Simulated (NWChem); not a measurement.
System: SnN2H4Cl2; SMILES [NH2][Sn]([Cl])([NH2])[Cl]

```xyz
9

N      0.1601    -1.6619    -1.4966
Sn     0.0000     0.0000    -0.3133
N     -0.1601     1.6619    -1.4966
Cl     1.9215    -0.0685     1.0817
Cl    -1.9215     0.0685     1.0817
H     -0.7645    -1.9029    -1.8835
H      0.4555    -2.4613    -0.9171
H      0.7645     1.9029    -1.8835
H     -0.4555     2.4613    -0.9171
```
Atoms are numbered in this order, from 1.

Results from NWChem. STO-3G and 3-21G are far too small for this property and stand as cheap habits. The geometry was optimised at PBE-D3(BJ)/def2-SVP. No frequency run checked for a minimum. def2 effective core potentials on Sn; no spin-orbit coupling. Field at 589 nm.

For level B3LYP/def2-SVP (core potentials):

| Quantity | Result |
|---|---|
| isotropic polarisability (bohr³) | 69.6 |
| anisotropy (bohr³) | 10.0 |

Q: Estimate the same quantities for level B3LYP/STO-3G (all-electron, non-relativistic).

A: The isotropic polarisability (bohr³) is 37.3 and the anisotropy (bohr³) is 12.5.
